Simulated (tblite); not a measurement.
C4H9NOSi2.
Structure used (GFN2-xTB), in Å, numbered top down from 1:
```
atom  x, y, z in Å
C1    -2.9227   -0.6499    0.4535
C2    -2.4260   -0.7435   -0.7725
Si3   -0.6217   -0.5172   -1.2586
C4     0.3855    0.2929    0.1758
C5     0.3723   -0.4964    1.3692
N6     0.3602   -1.1544    2.3069
O7     1.6804    0.3940   -0.3838
Si8    2.9927    1.1482    0.2122
H9    -3.9696   -0.8055    0.6653
H10   -2.3018   -0.4230    1.3055
H11   -3.1052   -0.9851   -1.5810
H12    0.0294   -1.7924   -1.5632
H13   -0.4901    0.4229   -2.3759
H14    0.0033    1.2910    0.4278
H15    2.7021    2.5730    0.4086
H16    3.8955    0.8780   -0.8933
H17    3.4086    0.5795    1.4936
```

Level: GFN2-xTB in tblite, geometry and Hessian alike; calculated harmonic values, unscaled, isolated species. The method is semi-empirical: single wavenumbers can be off by several per cent or more. Modes of hydrogen on silicon can be 10 to 20 % off. One conformer, not necessarily the lowest.

Harmonic wavenumbers (cm⁻¹): 32.9, 48.3, 68.3, 83.5, 112.5, 129.2, 157.1, 220.7, 229.5, 349.3, 384.7, 449.0, 529.9, 544.8, 581.8, 600.6, 635.6, 660.5, 709.8, 741.6, 752.2, 767.7, 796.4, 806.8, 834.9, 927.7, 1008.7, 1012.4, 1029.8, 1107.4, 1121.5, 1251.6, 1277.0, 1418.2, 1660.2, 2222.8, 2248.7, 2268.8, 2277.0, 2360.4, 2381.7, 2859.9, 3035.4, 3080.0, 3106.3.

A = 2536, B = 801.4, C = 650.9 MHz; mass 143.022 u (most abundant isotopes); point group C1, symmetry number 1.

Question: Zero-point energy?

Answer: Half the sum of the wavenumbers: 24442 cm⁻¹ = 292.39 kJ/mol.

Question: Entropy at 500 K, 1 bar (ideal gas, RRHO, classical rotation)?

Answer: Translation 181.50, rotation 131.45, vibration 257.41: S = 570.4 J/(mol K).

Question: And Cp and H(500 K) − H(0)?

Answer: Cp = 246.66 J/(mol K), of which vibrations give 213.40 (their classical limit is 45 R = 374.2); H(500 K) − H(0) = 77.68 kJ/mol without the zero-point energy, 61.05 from vibrations.

Question: What must be added to the electronic energy to get the Gibbs energy at 500 K and 1 bar?

Answer: ZPE + [H(500 K) − H(0)] − T·S = 292.39 + 77.68 − 285.18 = 84.89 kJ/mol.

Question: Which modes carry the vibrational entropy at 500 K?

Answer: 32.9 cm⁻¹: 27.92; 48.3 cm⁻¹: 24.73; 68.3 cm⁻¹: 21.85; 83.5 cm⁻¹: 20.19; 112.5 cm⁻¹: 17.73; 129.2 cm⁻¹: 16.59 J/(mol K); the other 39 give 128.41 together.

Question: Blend soft modes into free rotors: weight 1/[1 + (100 cm⁻¹/ν̃)⁴] for the oscillator and the rest for a rotor with moment μB/(μ + B), μ = h/(8π²ν), B = 10⁻⁴⁴ kg m². What vibrational entropy results?

Answer: 229.43 J/(mol K) in place of 257.41, which changes −T·S at 500 K by +13.99 kJ/mol.

Question: How do the functions run with temperature in this model?

Answer: 
```csv
T (K),S (J/(mol K)),Cp (J/(mol K)),H − H(0) (kJ/mol),G − H(0) (kJ/mol),ln q(vib)
50,261.5,69.1,2.46,-10.61,1.10
100,317.8,94.3,6.59,-25.18,3.09
298.15,459.7,181.6,33.90,-103.15,10.04
373.15,503.6,209.7,48.61,-139.30,12.43
750,680.4,295.6,145.95,-364.36,23.17
1000,770.1,327.2,224.07,-546.03,29.26
```

q(vib) and H(0) count from the zero-point level.

Hindered rotation and anharmonicity are outside this model. Other conformers, if any are populated, would add a mixing term that is left out. The structure is chiral; the term R ln 2 for an equal mix with its mirror image is left out.
